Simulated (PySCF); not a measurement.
CH₈FNOSi₂, SMILES N[SiH2][Si@@H](O)CF.

Coordinates come from a PBE0-D3(BJ)/def2-SVP optimisation. The structure was generated by enumeration; whether it is a known compound was not checked. One conformer was computed; it need not be the lowest.

Level of theory: SMD-B3LYP/6-31G* in PySCF.

Solvation free energies are E(SMD) − E(gas) at the gas-phase geometry, for 1 M in both phases. In vacuum the dipole moment is 3.08 D.

| solvent | ΔG(solv) (kcal/mol) | its non-electrostatic (CDS) part | dipole (D) |
|---|---|---|---|
| water | -5.4 | 5.3 | 3.97 |
| n-hexane | -2.6 | 0.1 | 3.35 |
| tetrahydrofuran | -5.5 | 0.7 | 3.74 |
